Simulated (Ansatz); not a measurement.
`C[SiH]([GaH2])[GeH2][GeH3]` at its PBE0-D4/def2-TZVP geometry, where that method's forces vanish. Charge 0, multiplicity 1.

| atom | x (Å) | y (Å) | z (Å) |
| --- | --- | --- | --- |
| C1 | -0.044 | 1.622 | -1.281 |
| Si2 | -0.849 | -0.002 | -0.762 |
| Ga3 | -3.174 | 0.149 | -0.179 |
| Ge4 | 0.266 | -0.827 | 1.184 |
| Ge5 | 2.655 | -0.995 | 0.802 |
| H6 | -0.173 | 2.379 | -0.504 |
| H7 | 1.026 | 1.490 | -1.455 |
| H8 | -0.495 | 2.002 | -2.200 |
| H9 | -0.624 | -1.036 | -1.816 |
| H10 | -3.816 | 1.523 | 0.248 |
| H11 | -4.077 | -1.138 | -0.124 |
| H12 | 0.029 | 0.119 | 2.382 |
| H13 | -0.279 | -2.210 | 1.591 |
| H14 | 3.219 | 0.382 | 0.406 |
| H15 | 2.933 | -1.977 | -0.348 |
| H16 | 3.402 | -1.481 | 2.056 |

Question: For each bond, give half the difference of the two atoms' forces along it (eV/Å; positive pushes the atoms apart) under PBE-D4, r2SCAN-D4, B3LYP-D4, ωB97M-V in def2-TZVPP. (Estimate.)

Answer: Computed: 
```json
{"bond": "C1–Si2", "length (Å)": "1.885", "PBE-D4": "0.02", "r2SCAN-D4": "0.04", "B3LYP-D4": "0.09", "ωB97M-V": "0.06"}
{"bond": "C1–H6", "length (Å)": "1.092", "PBE-D4": "0.11", "r2SCAN-D4": "-0.01", "B3LYP-D4": "-0.04", "ωB97M-V": "-0.03"}
{"bond": "C1–H7", "length (Å)": "1.092", "PBE-D4": "0.11", "r2SCAN-D4": "-0.01", "B3LYP-D4": "-0.05", "ωB97M-V": "-0.04"}
{"bond": "C1–H8", "length (Å)": "1.092", "PBE-D4": "0.11", "r2SCAN-D4": "-0.01", "B3LYP-D4": "-0.04", "ωB97M-V": "-0.05"}
{"bond": "Si2–Ga3", "length (Å)": "2.402", "PBE-D4": "-0.10", "r2SCAN-D4": "-0.03", "B3LYP-D4": "0.03", "ωB97M-V": "0.02"}
{"bond": "Si2–H9", "length (Å)": "1.494", "PBE-D4": "0.10", "r2SCAN-D4": "0.00", "B3LYP-D4": "-0.13", "ωB97M-V": "-0.12"}
{"bond": "Ga3–H10", "length (Å)": "1.575", "PBE-D4": "0.07", "r2SCAN-D4": "-0.06", "B3LYP-D4": "-0.02", "ωB97M-V": "-0.08"}
{"bond": "Ga3–H11", "length (Å)": "1.573", "PBE-D4": "0.06", "r2SCAN-D4": "-0.07", "B3LYP-D4": "-0.01", "ωB97M-V": "-0.07"}
{"bond": "Ge4–Ge5", "length (Å)": "2.425", "PBE-D4": "-0.01", "r2SCAN-D4": "0.02", "B3LYP-D4": "0.11", "ωB97M-V": "0.02"}
{"bond": "Ge4–H12", "length (Å)": "1.544", "PBE-D4": "0.09", "r2SCAN-D4": "-0.03", "B3LYP-D4": "-0.02", "ωB97M-V": "-0.05"}
{"bond": "Ge4–H13", "length (Å)": "1.541", "PBE-D4": "0.08", "r2SCAN-D4": "-0.04", "B3LYP-D4": "-0.03", "ωB97M-V": "-0.05"}
{"bond": "Ge5–H14", "length (Å)": "1.539", "PBE-D4": "0.08", "r2SCAN-D4": "-0.04", "B3LYP-D4": "-0.02", "ωB97M-V": "-0.05"}
{"bond": "Ge5–H15", "length (Å)": "1.538", "PBE-D4": "0.08", "r2SCAN-D4": "-0.04", "B3LYP-D4": "-0.01", "ωB97M-V": "-0.06"}
{"bond": "Ge5–H16", "length (Å)": "1.538", "PBE-D4": "0.08", "r2SCAN-D4": "-0.04", "B3LYP-D4": "-0.03", "ωB97M-V": "-0.08"}
```

B3LYP here is the variant with VWN-RPA as its local correlation; programs differ in this.
